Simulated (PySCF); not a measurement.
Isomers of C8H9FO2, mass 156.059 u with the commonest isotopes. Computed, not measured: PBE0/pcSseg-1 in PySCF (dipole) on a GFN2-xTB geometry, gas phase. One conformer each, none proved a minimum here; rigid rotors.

Problem. Order these by out-of-plane moment Σ m c² = (Ia + Ib − Ic)/2, smallest first.
A. `[CH2:1]=[CH:2]/[C:3](=[CH:4]\[F:5])[C:6](=[CH2:7])[O:8][C:9]([CH3:10])=[O:11]` with C1–C2–C3–C4 166°, C2–C3–C6–C7 131°, C3–C6–O8–C9 -40°, C6–O8–C9–C10 176°
B. `[O:1]=[CH:2][O:3][C@@:4]12[CH:5]=[C:6]([F:7])[C@@H:8]([CH2:9][CH2:10]1)[CH2:11]2` with O1–C2–O3–C4 0°, C2–O3–C4–C5 173°
C. `[CH3:1][O:2][C:3](=[O:4])[C@@H:5]1[C@H:6]2[CH:7]=[CH:8][CH2:9][C@@:10]12[F:11]` with C1–O2–C3–O4 2°, O2–C3–C5–C6 -163°

Solution. B (64.28 u·Å²), C (81.33 u·Å²), A (134.85 u·Å²).

Problem. Order these by rotational constant A, largest first.
A. `[CH3:1][O:2][C:3](=[O:4])[C@@H:5]1[C@H:6]2[CH:7]=[CH:8][CH2:9][C@@:10]12[F:11]` with C1–O2–C3–O4 2°, O2–C3–C5–C6 -163°
B. `[CH2:1]=[CH:2]/[C:3](=[CH:4]\[F:5])[C:6](=[CH2:7])[O:8][C:9]([CH3:10])=[O:11]` with C1–C2–C3–C4 166°, C2–C3–C6–C7 131°, C3–C6–O8–C9 -40°, C6–O8–C9–C10 176°
C. `[O:1]=[CH:2][O:3][C@@:4]12[CH:5]=[C:6]([F:7])[C@@H:8]([CH2:9][CH2:10]1)[CH2:11]2` with O1–C2–O3–C4 0°, C2–O3–C4–C5 173°

Solution. C (2561 MHz), A (2435 MHz), B (1596 MHz).

Problem. Order these by radius of gyration √(Σ m r²/M), smallest first.
A. `[CH3:1][O:2][C:3](=[O:4])[C@@H:5]1[C@H:6]2[CH:7]=[CH:8][CH2:9][C@@:10]12[F:11]` with C1–O2–C3–O4 2°, O2–C3–C5–C6 -163°
B. `[CH2:1]=[CH:2]/[C:3](=[CH:4]\[F:5])[C:6](=[CH2:7])[O:8][C:9]([CH3:10])=[O:11]` with C1–C2–C3–C4 166°, C2–C3–C6–C7 131°, C3–C6–O8–C9 -40°, C6–O8–C9–C10 176°
C. `[O:1]=[CH:2][O:3][C@@:4]12[CH:5]=[C:6]([F:7])[C@@H:8]([CH2:9][CH2:10]1)[CH2:11]2` with O1–C2–O3–C4 0°, C2–O3–C4–C5 173°

Solution. C (2.207 Å), B (2.290 Å), A (2.346 Å).

```
                         SMILES  point group  Ia (u·Å²)  Ib (u·Å²)  Ic (u·Å²)      κ  μa (D)  μb (D)  μc (D)
COC(=O)[C@@H]1[C@H]2C=CC[C@]21F           C1     207.59     732.53     777.47  -0.96    0.60    1.96    1.80
 O=CO[C@@]12C=C(F)[C@@H](CC1)C2           C1     197.32     627.24     696.00  -0.91    0.21    0.11    0.44
        C=C/C(=C\F)C(=C)OC(C)=O           C1     316.62     636.48     683.39  -0.87    1.67    1.31    1.21
```
